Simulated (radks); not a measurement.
S2-, 18 electrons, occupied as [Ar].

Calculated with a radial shooting solver on a logarithmic mesh with Libxc functionals: scalar-relativistic Kohn-Sham, PBEsol, spin-polarised, spherical densities, finite nucleus; Fermi nuclear charge, rms radius 3.2611 fm; Watson sphere of charge +2 and radius 4.1 bohr.

Energy parts (eV; the electron-nucleus part includes the sphere):
part                      energy
total                 -11076.731
kinetic                10885.109
electron-nucleus      -26387.425
Hartree                 5113.808
exchange-correlation    -688.223

Orbitals (lengths in bohr, moments of r in powers of bohr):
| orbital | occ. | eigenvalue (eV) | <r^2> |
|---|---|---|---|
| 1s | 2 | -2397.200 | 0.01266 |
| 2s | 2 | -206.7704 | 0.2739 |
| 2p | 6 | -151.8372 | 0.2454 |
| 3s | 2 | -13.6937 | 3.782 |
| 3p | 6 | -4.4637 | 7.988 |

The highest occupied level is 3p at -4.464 eV. The electron density at the nucleus is 2944 e/bohr^3 (large components only).
